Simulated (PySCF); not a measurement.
**`ClC[C@@H]1CC[C@@H]1Br`, C₅H₈BrCl**

Geometry (Å), atoms numbered from 1 in this order:
```xyz
15

Cl    0.0855   -0.2927    2.9949
C     0.8230    0.2022    1.4481
C    -0.2651    0.5349    0.4461
C    -1.0537   -0.6979   -0.0413
C    -0.2847   -0.6606   -1.3719
C     0.2261    0.7312   -0.9996
Br    2.1325    1.0655   -1.2729
H     1.4393   -0.6307    1.1087
H     1.4529    1.0681    1.6547
H    -0.8703    1.3590    0.8289
H    -0.9184   -1.5921    0.5615
H    -2.1168   -0.5022   -0.1566
H    -0.8782   -0.7149   -2.2818
H     0.5084   -1.4035   -1.4240
H    -0.2850    1.5417   -1.5167
```

Theory: TDDFT wB97X-D/def2-SVPD circular dichroism and optical rotation, one conformer, gas phase (PySCF). Geometry: GFN2-xTB.

The molecule is flexible and this is one conformer; a measurement averages over conformers. The calculation is non-relativistic, which matters for the atoms heavier than Zn.

Question: Assign R or S to each stereocentre.

Answer: C3 S, C6 S.

Question: Which excitations and rotatory strengths does the calculation give?

Answer: Rotatory strengths R in 10⁻⁴⁰ esu² cm², velocity form and length form (origin at the centre of mass); f in length form.
```
state  E (eV)  λ (nm)       f  R (velocity)  R (length)                                    main
    1    6.18     201   0.002          -0.7        -0.5        HOMO→LUMO 0.66, HOMO−1→LUMO 0.23
    2    6.22     199  0.0008           0.0         0.0        HOMO−1→LUMO 0.64, HOMO→LUMO 0.21
    3    7.51     165   0.006          -1.0        -0.1    HOMO→LUMO+1 0.34, HOMO−3→LUMO+2 0.11
    4    7.53     165   0.003          -2.6        -3.1  HOMO−1→LUMO+1 0.26, HOMO−2→LUMO+1 0.20
    5    7.78     159   0.066         +15.0       +14.3    HOMO→LUMO+1 0.36, HOMO−1→LUMO+1 0.24
    6    7.88     157   0.078          -0.2        -0.4  HOMO−1→LUMO+1 0.29, HOMO−3→LUMO+1 0.23
    7    8.13     153   0.039         -12.2       -13.0      HOMO−5→LUMO 0.36, HOMO−3→LUMO 0.22
    8    8.24     150   0.109         -19.8       -19.8      HOMO−4→LUMO 0.45, HOMO→LUMO+3 0.33
```

Among the states computed, the strongest CD band (largest |R|) is state 8. The largest dissymmetry factor in size, g = 4R/(D+G), with D and G the electric and magnetic dipole strengths, is -0.015 for state 4 (velocity form, f = 0.002), among bands with |R| over 0.5. The mirror image has the same energies and oscillator strengths and all R with the opposite sign.
